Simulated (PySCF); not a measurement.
CH4OSe, SMILES CO[SeH], singlet at its PBE0/def2-SVP optimised geometry (Å):

```
7

Se    -0.5803    -1.7407     0.0000
H      0.9022    -1.7407     0.0000
O     -0.7928     0.0535     0.0000
C     -0.6422     0.6814    -1.2487
H     -1.3104     0.2593    -2.0201
H     -0.9022     1.7407    -1.0950
H      0.3976     0.6269    -1.6220
```

Method: PySCF with PBE0/def2-TZVP. Cells within 0.4 Å of a nucleus heavier than hydrogen are left out (blank, or x).

Map of the Laplacian of the electron density (e/bohr⁵), clipped to [-1.50, 1.50] on the plane z = 0.0 Å:

```
|55555555555555555555555555555|
|55555555555555555555555555555|
|55555555555555555555555555555|
|55555555555555555555555555555|
|55555555555555555555555555555|
|55555555555555555555555555555|
|55555555555555555555555555555|
|55555555555555555555555555555|
|55555555555555555555555555555|
|55555555555555555555555555555|
|55555555555555555555555555555|
|55555555556665555555555555555|
|55555555566666555555555555555|
|55555555560xx5655555555555555|
|5555555556xxx4655555555555555|
|55555555563x06655555555555555|
|55555555556555555555555555555|
|55555555555555555555555555555|
|55555555556999655555555555555|
|555555555599x9944455555555555|
|55555555559xxx942035555555555|
|55555555559xxx944255555555555|
|55555555556999655555555555555|
|55555555555555555555555555555|
|55555555555555555555555555555|
|55555555555555555555555555555|
|55555555555555555555555555555|
|55555555555555555555555555555|
|55555555555555555555555555555|
```
Scale: ten equal steps from -1.50 (start of '0') to 1.50 (end of '9'), in the order '0123456789'; x runs from -4.00 to 4.00, y from -4.00 (bottom) to 4.00 (top).
